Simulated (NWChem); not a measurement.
System: B$_{2}$HO$_{2}$ cation; SMILES O=BB=[OH+]

NWChem printed, in part:

```
             Northwest Computational Chemistry Package (NWChem) 7.3.0
             --------------------------------------------------------

 CS  symmetry detected

 AUTOZ failed to generate good internal coordinates.
 Cartesian coordinates will be used in optimizations.

                             Geometry "geometry" -> ""
                             -------------------------

 Output coordinates in angstroms (scale by  1.889725989 to convert to a.u.)

  No.       Tag          Charge          X              Y              Z
 ---- ---------------- ---------- -------------- -------------- --------------
    1 O                    8.0000     0.00210309    -2.15250381     0.00000000
    2 B                    5.0000    -0.00364831    -0.94443147     0.00000000
    3 B                    5.0000    -0.00314609     0.70565160     0.00000000
    4 O                    8.0000     0.00124580     1.93705012     0.00000000
    5 H                    1.0000     0.00718085     2.91752882     0.00000000

 Effective nuclear repulsion energy (a.u.)      72.7950697314

      Symmetry information
      --------------------

 Group name             Cs
 Group number              2
 Group order               2
 No. of unique centers     5

                           NWChem Geometry Optimization
                           ----------------------------

 maximum gradient threshold         (gmax) =   0.000450
 rms gradient threshold             (grms) =   0.000300
 maximum cartesian step threshold   (xmax) =   0.001800
 rms cartesian step threshold       (xrms) =   0.001200
 fixed trust radius                (trust) =   0.300000
 source of zmatrix                         =

          -------------------
          Energy Minimization
          -------------------

 Using diagonal initial Hessian

          --------
          Step   0

                                 NWChem DFT Module
                                 -----------------

 Summary of "ao basis" -> "ao basis" (spherical)
 ------------------------------------------------------------------------------
       Tag                 Description            Shells   Functions and Types
 ---------------- ------------------------------  ------  ---------------------
 O                          def2-svp                 6       14   3s2p1d
 B                          def2-svp                 6       14   3s2p1d
 H                          def2-svp                 3        5   2s1p

      Symmetry analysis of basis
      --------------------------

        a'         44
        a"         17

            General Information
            -------------------
          SCF calculation type: DFT
          Wavefunction type:  closed shell.
          No. of atoms     :     5
          No. of electrons :    26
           Alpha electrons :    13
            Beta electrons :    13
          Charge           :     1
          Spin multiplicity:     1
          Use of symmetry is: on ; symmetry adaption is: on
          Maximum number of iterations: 150
          AO basis - number of functions:    61
                     number of shells:    27
          Convergence on energy requested:  1.00D-06
          Convergence on density requested:  1.00D-05
          Convergence on gradient requested:  5.00D-04

              XC Information
              --------------
                    Becke 1988 Exchange Functional  1.000
              Lee-Yang-Parr Correlation Functional  1.000

             Grid Information
             ----------------
          Grid used for XC integration:  medium
          Radial quadrature: Mura-Knowles
          Angular quadrature: Lebedev.
          Tag              B.-S. Rad. Rad. Pts. Rad. Cut. Ang. Pts.
          ---              ---------- --------- --------- ---------
          O                   0.60       49          12.0       434
          B                   0.85       49          11.0       434
          H                   0.35       45          11.0       434
          Grid pruning is: on
          Number of quadrature shells:   241
          Spatial weights used:  Erf1

      Superposition of Atomic Density Guess
      -------------------------------------

 Sum of atomic energies:        -198.88957609

 Renormalizing density from      27.00 to     26

      Non-variational initial energy
      ------------------------------

 Total energy =    -195.095898
 1-e energy   =    -399.215880
 2-e energy   =     131.324913
 HOMO         =      -0.907336
 LUMO         =      -0.347763

      Symmetry analysis of molecular orbitals - initial
      -------------------------------------------------

  Numbering of irreducible representations:

     1 a'          2 a"

  Orbital symmetries:

     1 a'          2 a'          3 a'          4 a'          5 a'
     6 a'          7 a'          8 a'          9 a'         10 a"
    11 a'         12 a"         13 a'         14 a"         15 a'
    16 a'         17 a'         18 a"         19 a'         20 a'
    21 a'         22 a'         23 a"

   convergence    iter        energy       DeltaE   RMS-Dens  Diis-err
 ---------------- ----- ----------------- --------- --------- ---------
 d= 0,ls=0.0,diis     1   -199.8604238184 -2.73D+02  1.57D-01  3.84D+00
 d= 0,ls=0.5,diis     2   -192.2890305105  7.57D+00  7.80D-02  3.82D+01
 d= 0,ls=0.5,diis     3   -197.5705796233 -5.28D+00  3.92D-02  2.16D+01
 d= 0,ls=0.5,diis     4   -199.0984033574 -1.53D+00  2.06D-02  1.01D+01
 d= 0,ls=0.5,diis     5   -199.8989656020 -8.01D-01  1.45D-02  3.24D+00
 d= 0,ls=0.5,diis     6   -200.2118984169 -3.13D-01  6.76D-03  6.91D-01
 d= 0,ls=0.5,diis     7   -200.2923037606 -8.04D-02  2.50D-03  1.09D-01
  Resetting Diis
 d= 0,ls=0.5,diis     8   -200.3083106493 -1.60D-02  1.43D-03  2.57D-02
 d= 0,ls=0.5,diis     9   -200.3126446478 -4.33D-03  2.15D-03  1.12D-02
 d= 0,ls=0.5,diis    10   -200.3136484068 -1.00D-03  8.08D-04  1.93D-02
 d= 0,ls=0.5,diis    11   -200.3149478128 -1.30D-03  7.53D-04  7.25D-03
 d= 0,ls=0.5,diis    12   -200.3156829456 -7.35D-04  4.51D-04  1.34D-03
 d= 0,ls=0.5,diis    13   -200.3158689474 -1.86D-04  2.13D-04  2.15D-04
 d= 0,ls=0.5,diis    14   -200.3159184424 -4.95D-05  1.17D-04  4.99D-05
 d= 0,ls=0.5,diis    15   -200.3159361493 -1.77D-05  7.32D-05  1.52D-05
 d= 0,ls=0.5,diis    16   -200.3159434793 -7.33D-06  4.96D-05  6.62D-06
 d= 0,ls=0.5,diis    17   -200.3159469260 -3.45D-06  3.39D-05  3.11D-06
 d= 0,ls=0.5,diis    18   -200.3159485712 -1.65D-06  2.36D-05  1.68D-06
 d= 0,ls=0.5,diis    19   -200.3159493946 -8.23D-07  1.63D-05  8.70D-07
 d= 0,ls=0.5,diis    20   -200.3159498035 -4.09D-07  1.14D-05  4.51D-07
 d= 0,ls=0.5,diis    21   -200.3159500078 -2.04D-07  8.02D-06  2.38D-07

         Total DFT energy =     -200.315950110993
      One electron energy =     -410.229352408234
           Coulomb energy =      162.393776221571
    Exchange-Corr. energy =      -25.275443655771
 Nuclear repulsion energy =       72.795069731442

 Numeric. integr. density =       25.999998084140

                  Occupations of the irreducible representations
                  ----------------------------------------------

                     irrep           alpha         beta
                     --------     --------     --------
                     a'               11.0         11.0
                     a"                2.0          2.0

                       DFT Final Molecular Orbital Analysis
                       ------------------------------------

 Vector   11  Occ=2.000000D+00  E=-5.660469D-01  Symmetry=a'
              MO Center=  2.5D-03, -2.2D+00,  2.8D-15, r^2= 6.9D-01
   Bfn.  Coefficient  Atom+Function         Bfn.  Coefficient  Atom+Function
  ----- ------------  ---------------      ----- ------------  ---------------
     5      0.580686  1 O  py                 3     -0.336103  1 O  s
    19      0.315040  2 B  py                16      0.286052  2 B  s
    31     -0.266510  3 B  s                  2     -0.241513  1 O  s
    17      0.224573  2 B  s                  8      0.223201  1 O  py
    22      0.196811  2 B  py                36      0.149075  3 B  py

 Vector   12  Occ=2.000000D+00  E=-5.318812D-01  Symmetry=a"
              MO Center=  5.3D-04, -1.8D+00, -1.5D-15, r^2= 1.1D+00
   Bfn.  Coefficient  Atom+Function         Bfn.  Coefficient  Atom+Function
  ----- ------------  ---------------      ----- ------------  ---------------
     6      0.555486  1 O  pz                20     -0.339185  2 B  pz
     9      0.311109  1 O  pz                23      0.131555  2 B  pz
    34     -0.072853  3 B  pz                48     -0.073171  4 O  pz
    51     -0.049344  4 O  pz                25     -0.034365  2 B  d -1

 Vector   13  Occ=2.000000D+00  E=-5.318800D-01  Symmetry=a'
              MO Center= -2.0D-04, -1.8D+00, -1.9D-16, r^2= 1.1D+00
   Bfn.  Coefficient  Atom+Function         Bfn.  Coefficient  Atom+Function
  ----- ------------  ---------------      ----- ------------  ---------------
     4      0.555531  1 O  px                18     -0.339137  2 B  px
     7      0.311146  1 O  px                21      0.131533  2 B  px
    46     -0.073110  4 O  px                32     -0.072731  3 B  px
    49     -0.049285  4 O  px                24     -0.034376  2 B  d -2

 Vector   14  Occ=0.000000D+00  E=-3.594595D-01  Symmetry=a'
              MO Center= -3.8D-03,  1.9D-01, -1.8D-16, r^2= 2.5D+00
   Bfn.  Coefficient  Atom+Function         Bfn.  Coefficient  Atom+Function
  ----- ------------  ---------------      ----- ------------  ---------------
    32      0.580735  3 B  px                35     -0.323509  3 B  px
    46      0.286157  4 O  px                49      0.270568  4 O  px
     4      0.267308  1 O  px                18      0.238412  2 B  px
     7      0.210098  1 O  px                21     -0.110995  2 B  px
    24     -0.058051  2 B  d -2              38      0.037557  3 B  d -2

[...]

      ----------------------
      Optimization converged
      ----------------------

  Step       Energy      Delta E   Gmax     Grms     Xrms     Xmax
  ---- ---------------- -------- -------- -------- -------- --------
@    2    -200.31595505 -1.2D-07  0.00008  0.00004  0.00018  0.00043
                                     ok       ok       ok       ok

                         Geometry "geometry" -> "geometry"
                         ---------------------------------

 Output coordinates in angstroms (scale by  1.889725989 to convert to a.u.)

  No.       Tag          Charge          X              Y              Z
 ---- ---------------- ---------- -------------- -------------- --------------
    1 O                    8.0000     0.00181503    -2.15303336     0.00000000
    2 B                    5.0000    -0.00344453    -0.94514088     0.00000000
    3 B                    5.0000    -0.00281811     0.70465194     0.00000000
    4 O                    8.0000     0.00117324     1.93737422     0.00000000
    5 H                    1.0000     0.00700971     2.91944334     0.00000000

 Effective nuclear repulsion energy (a.u.)      72.7681126376

      Symmetry information
      --------------------

 Group name             Cs
 Group number              2
 Group order               2
 No. of unique centers     5

 ==============================================================================
                                internuclear distances
 ------------------------------------------------------------------------------
       center one      |      center two      | atomic units |  angstroms
 ------------------------------------------------------------------------------
    2 B                |   1 O                |     2.28261  |     1.20790
    3 B                |   2 B                |     3.11766  |     1.64979
    4 O                |   3 B                |     2.32952  |     1.23273
    5 H                |   4 O                |     1.85587  |     0.98209
 ------------------------------------------------------------------------------
                         number of included internuclear distances:          4
 ==============================================================================

[second-derivative integrals and response iterations left out]

  Vibrational analysis via the FX method

  See chapter 2 in "Molecular Vibrations" by Wilson, Decius and Cross

  Vib: Default input used

 ---------------------------- Atom information ----------------------------
     atom    #        X              Y              Z            mass
 --------------------------------------------------------------------------
    O        1  3.4299165D-03 -4.0686431D+00  0.0000000D+00  1.5994910D+01
    B        2 -6.5092091D-03 -1.7860573D+00  0.0000000D+00  1.1009310D+01
    B        3 -5.3254610D-03  1.3315991D+00  0.0000000D+00  1.1009310D+01
    O        4  2.2170931D-03  3.6611064D+00  0.0000000D+00  1.5994910D+01
    H        5  1.3246436D-02  5.5169480D+00  0.0000000D+00  1.0078250D+00
 --------------------------------------------------------------------------

[unprojected Hessian and modes left out]

        Vibrational analysis via the FX method
  --- with translations and rotations projected out ---
  --- via the Eckart algorithm                      ---
 Projected Nuclear Hessian trans-rot subspace norm:3.7786D-32
                         (should be close to zero!)

[projected Hessian left out]

 Rotational Constants
 --------------------
 A= ********** cm-1  (********** K)
 B=   0.106769 cm-1  (  0.153613 K)
 C=   0.106768 cm-1  (  0.153612 K)

 Temperature                      =   298.15K
 frequency scaling parameter      =   1.0000

 Zero-Point correction to Energy  =   14.287 kcal/mol  (  0.022768 au)
 Thermal correction to Energy     =   17.267 kcal/mol  (  0.027517 au)
 Thermal correction to Enthalpy   =   17.859 kcal/mol  (  0.028461 au)

 Total Entropy                    =   58.010 cal/mol-K
   - Translational                =   37.920 cal/mol-K (mol. weight =  55.0163)
   - Rotational                   =   13.710 cal/mol-K (symmetry #  =        1)
   - Vibrational                  =    6.380 cal/mol-K

 Cv (constant volume heat capacity) =   14.581 cal/mol-K
   - Translational                  =    2.979 cal/mol-K
   - Rotational                     =    2.979 cal/mol-K
   - Vibrational                    =    8.622 cal/mol-K

[normal modes left out]

 ----------------------------------------------------------------------------
 Normal Eigenvalue ||           Projected Infra Red Intensities
  Mode   [cm**-1]  || [atomic units] [(debye/angs)**2] [(KM/mol)] [arbitrary]
 ------ ---------- || -------------- ----------------- ---------- -----------
    1       -0.000 ||    0.022361           0.516        21.799       1.672
    2       -0.000 ||    0.033035           0.762        32.205       2.470
    3       -0.000 ||    0.012408           0.286        12.096       0.928
    4        0.000 ||    0.001176           0.027         1.146       0.088
    5        0.000 ||    0.001409           0.033         1.373       0.105
    6        0.000 ||    0.018176           0.419        17.719       1.359
    7      175.999 ||    0.011016           0.254        10.739       0.824
    8      391.349 ||    0.241476           5.571       235.402      18.055
    9      393.032 ||    0.230401           5.316       224.606      17.227
   10      453.832 ||    0.001580           0.036         1.540       0.118
   11      455.952 ||    0.000015           0.000         0.015       0.001
   12      592.510 ||    0.010656           0.246        10.388       0.797
   13     1837.670 ||    0.203378           4.692       198.263      15.206
   14     2032.665 ||    0.058462           1.349        56.991       4.371
   15     3665.788 ||    1.160648          26.777      1131.458      86.780
 ----------------------------------------------------------------------------
```

Level: BLYP/def2-SVP. 

Q: Which NWChem input produces such a log?

A: One answer among several that fit: the input that was run:
```
start job
memory heap 200 mb stack 900 mb global 1100 mb
charge 1
geometry units angstroms
  O      0.001701    -2.161464     0.000000
  B     -0.003910    -0.953391     0.000000
  B     -0.003216     0.696692     0.000000
  O      0.001319     1.928090     0.000000
  H      0.007368     2.908568     0.000000
end
basis spherical
  O library def2-svp
  B library def2-svp
  H library def2-svp
end
dft
  xc becke88 lyp
  iterations 150
end
driver
  maxiter 120
end
task dft optimize
task dft freq
```
